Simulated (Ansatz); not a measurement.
Two isomers of CH5FGeOSi: A = `F[C]1([GeH3])O[SiH2]1`, B = `F[CH]1O[SiH2][GeH2]1`.

Calculated with Ansatz (gas phase, PBE0-D4/def2-TZVP geometries, no zero-point term in ΔE). CCSD(T)/CBS adds triple-zeta CCSD(T) − MP2 to the extrapolated MP2 energy (def2 sets, frozen cores). Functionals use def2-TZVPP. B3LYP here is the variant with VWN-RPA as its local correlation; programs differ in this. For Ge outer-core shells are correlated without core-valence functions, which leaves a few kJ/mol of doubt a bond. Scalar relativity is left out up to krypton.

**Question.** Which is lower in electronic energy at CCSD(T)/CBS, and by how much? (Best estimate.)

**Answer.** The calculation gave: B, by 108.8 kJ/mol.

**Question.** Give E(B) − E(A) in kJ/mol with CCSD/def2-TZVPP, r2SCAN-D4, ωB97M-V, HF/def2-TZVPP, B3LYP, PBE-D4, PBE0-D4. (Best estimate.)

**Answer.** Computed: CCSD/def2-TZVPP -110.3, r2SCAN-D4 -103.0, ωB97M-V -106.5, HF/def2-TZVPP -118.9, B3LYP -105.3, PBE-D4 -102.8, PBE0-D4 -112.5. None reverses the order clearly.

Largest T1 diagnostic: 0.015.

From PBE to PBE0 (25 % exact exchange), in def2-TZVPP and without D4, E(B) − E(A) moves by −9.9 kJ/mol. In def2-TZVPP, CCSD(T) changes the Hartree–Fock value by +11.7 kJ/mol (the triples alone add +3.0 kJ/mol) and MP2 by +13.4 kJ/mol.
